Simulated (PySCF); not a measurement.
Rigid-rotor lines calculated for a species of formula ClGe2H5 (commonest isotopes; PySCF, PBE0-D3(BJ)/def2-SVP geometry optimisation, gas phase), labelled J(Ka,Kc):

| transition | MHz |
| --- | --- |
| 2(0,2) ← 1(0,1) | 4852.5 |
| 2(1,1) ← 1(1,0) | 5079.9 |
| 1(1,1) ← 0(0,0) | 6817.0 |
| 2(1,2) ← 1(1,1) | 4641.1 |
| 1(0,1) ← 0(0,0) | 2430.2 |

(1) Find the rotational constants.

(2) What moments of inertia, asymmetry and inertial defect follow?

(3) Which dipole components do these lines need?

(4) Predict further lines from these constants: 3(1,3) ← 2(0,2); 3(3,1) ← 2(2,0); 3(3,1) ← 3(2,2); 2(2,0) ← 2(1,1); 2(2,1) ← 2(1,2); 2(1,1) ← 2(0,2); 3(0,3) ← 2(0,2); 3(1,2) ← 2(1,1); 3(2,2) ← 3(1,3); 3(1,2) ← 3(0,3); 2(2,0) ← 1(1,1).

(5) Which structure gave them?

## Answers

(1) 1(0,1) ← 0(0,0) is B + C, 2(1,1) ← 1(1,0) is 3B + C and 2(1,2) ← 1(1,1) is B + 3C, so B − C is half the difference of the last two, 219.4 MHz. 1(1,1) ← 0(0,0) is A + C. A = 5711.5, B = 1324.8, C = 1105.4 MHz.

(2) I = 505379 MHz·u·Å² over each constant: Ia = 88.48, Ib = 381.47, Ic = 457.18 u·Å²; κ = (2B − A − C)/(A − C) = -0.905 (near-prolate asymmetric top); Δ = Ic − Ia − Ib = -12.77 u·Å².

(3) μa and μb (a-type: ΔKa even, ΔKc odd; b-type: both odd). The calculation gives |μa| = 1.58 D, |μb| = 1.30 D, |μc| = 0.00 D.

(4) 
| transition | MHz | type | branch |
| --- | --- | --- | --- |
| 2(1,1) ← 2(0,2) | 4834 | b | Q |
| 3(1,2) ← 3(0,3) | 5190 | b | Q |
| 3(0,3) ← 2(0,2) | 7259 | a | R |
| 3(1,2) ← 2(1,1) | 7615 | a | R |
| 3(1,3) ← 2(0,2) | 11132 | b | R |
| 2(2,0) ← 2(1,1) | 13168 | b | Q |
| 2(2,1) ← 2(1,2) | 13818 | b | Q |
| 3(2,2) ← 3(1,3) | 14152 | b | Q |
| 2(2,0) ← 1(1,1) | 18467 | b | R |
| 3(3,1) ← 3(2,2) | 22487 | b | Q |
| 3(3,1) ← 2(2,0) | 29770 | b | R |

(5) `[Cl][GeH2][GeH3]`. Three constants can't fix a structure by themselves; this is the one that was computed:
```xyz
8
ClGe2H5 angstrom
Cl     2.905    1.907   -0.354
Ge     1.796    0.079    0.042
Ge    -0.551    0.644   -0.148
H      2.265   -0.955   -0.997
H      2.202   -0.374    1.456
H     -0.875    1.777    0.838
H     -0.847    1.106   -1.583
H     -1.416   -0.587    0.181
```

Whether it is a minimum is left open (no frequencies). Zero-point vibration and centrifugal distortion are left out. A rigid rotor knows nothing of internal rotation, which can split or shift real lines. Quadrupole hyperfine structure (35Cl) is left out.

The run took 43 s of wall time on Arm Neoverse V1, one thread, no GPU, shared host. These figures are those of the optimisation.
